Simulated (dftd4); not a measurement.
COS, triplet, at a GFN2-xTB geometry (a higher spin typed on purpose: for a closed-shell molecule this is an excited state).

Here is a job for dftd4.
```
$ dftd4 mol.xyz --func bp86 --charge 0 --json dftd4.json --noedisp --property

# file mol.xyz
3

O     -1.61038921    -0.05734526    -0.06614538
C     -0.58674147     0.48825900     0.14288258
S      1.02522266    -0.15442449    -0.02050827
```

What is the computed partial charges in atom order (D4 for bp86 (dftd4))?

O1 -0.26, C2 0.22, S3 0.04

Estimate the dispersion energy that D4 for bp86 returns for this input.

-1.45 kcal/mol
